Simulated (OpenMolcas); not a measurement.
# F2+: effect of the IPEA shift

* Program: OpenMolcas
* Basis: ANO-RCC-VTZP [4s3p2d1f]
* Scalar Hamiltonian: DKH2, point nucleus
* Active space: 5 electrons in 4 orbitals (2s 2p)
* State averaging: 2S+1 = 4 odd, 1 root; 2S+1 = 2 odd, 8 roots kept (CI in the orbitals of an earlier block); 2S+1 = 4 even, 3 roots; 2S+1 = 2 even, 9 roots kept (CI in the orbitals of an earlier block)
* Spin-orbit coupling: state interaction with AMFI integrals over the reference wave functions, term energies averaged over their components

Methods on the same reference wave functions:
A. CASSCF
B. SS-CASPT2, IPEA 0 Eh, imaginary shift 0.1 Eh (closed shells correlated: 1s)
C. SS-CASPT2, IPEA 0.25 Eh, imaginary shift 0.1 Eh (closed shells correlated: 1s)

Energies in cm⁻¹ above 2s² 2p³ ⁴S°_3/2, the measured ground level; measured values from Moore, Atomic Energy Levels, vol. I, NSRDS-NBS 35 (1971 reprint of NBS Circular 467, 1949).

```json
{"Level": "2s² 2p³ ⁴S°_3/2", "A": "0.0", "B": "0.0", "C": "0.0", "Measured": "0.0"}
{"Level": "2s² 2p³ ²D°_3/2", "A": "37857", "B": "35210", "C": "35100", "Measured": ""}
{"Level": "2s² 2p³ ²D°_5/2", "A": "37870", "B": "35220", "C": "35110", "Measured": ""}
{"Level": "2s² 2p³ ²P°_3/2", "A": "52467", "B": "52700", "C": "52450", "Measured": ""}
{"Level": "2s² 2p³ ²P°_1/2", "A": "52467", "B": "52700", "C": "52450", "Measured": ""}
{"Level": "2s 2p⁴ ⁴P_5/2", "A": "153219", "B": "153070", "C": "152780", "Measured": "151898"}
{"Level": "2s 2p⁴ ⁴P_3/2", "A": "153530", "B": "153380", "C": "153100", "Measured": "152235"}
{"Level": "2s 2p⁴ ⁴P_1/2", "A": "153715", "B": "153570", "C": "153280", "Measured": "152410"}
{"Level": "2s 2p⁴ ²D_3/2", "A": "222943", "B": "212440", "C": "213030", "Measured": "210256"}
{"Level": "2s 2p⁴ ²D_5/2", "A": "222945", "B": "212440", "C": "213030", "Measured": "210240"}
{"Level": "2s 2p⁴ ²S_1/2", "A": "260033", "B": "251360", "C": "252140", "Measured": "248260"}
{"Level": "2s 2p⁴ ²P_3/2", "A": "287714", "B": "271720", "C": "273030", "Measured": "266559"}
{"Level": "2s 2p⁴ ²P_1/2", "A": "288090", "B": "272100", "C": "273400", "Measured": "266943"}
```

Deviations, from unrounded energies. A percentage is the sum of absolute deviations over the sum of measured energies, with the sign that they share, or ± where signs differ.

| Against measurement | Levels | A | B | C |
| --- | --- | --- | --- | --- |
| mean absolute deviation (cm-1) | 8 | 10000 | 2700 | 3100 |
| other configurations (%) | 8 | +5.0 | +1.3 | +1.5 |

B lies closest to measurement on these levels and A furthest from it. The largest miss of B in the table is 2s 2p⁴ ²P_3/2, by +5200 cm-1. The ranking rests on the paired levels alone, and a cruder setting can come out closer through cancelling errors.

Between B and C the level of the table that moves most is 2s 2p⁴ ²P_3/2, by 1300 cm-1 (lowest in B, highest in C). Moves below CASPT2's spread within the term are not significant.

From A to B the spin-free energies of the other terms of 2s² 2p³ shown, above ⁴S°, scale by factors of 0.93 to 1.00.

The lowest spin-free term lies below A's lowest term by 0.116 hartree in B, 0.111 hartree in C.

CASPT2 does not keep the components of a term degenerate, so their means are used; among the terms shown or strongly mixed into the levels shown the widest spread is 130 cm-1 (2s 2p⁴ ²D, C). Terms from blocks run as CI alone lack orbitals of their own. Computed and measured levels are paired by configuration, term and J; levels that our copy of the source lacks, or whose pairing is in doubt (as where it misses far off the trend of its configuration), stay unpaired and out of the deviations. Levels of configurations outside the active space are missing.

° marks odd parity.
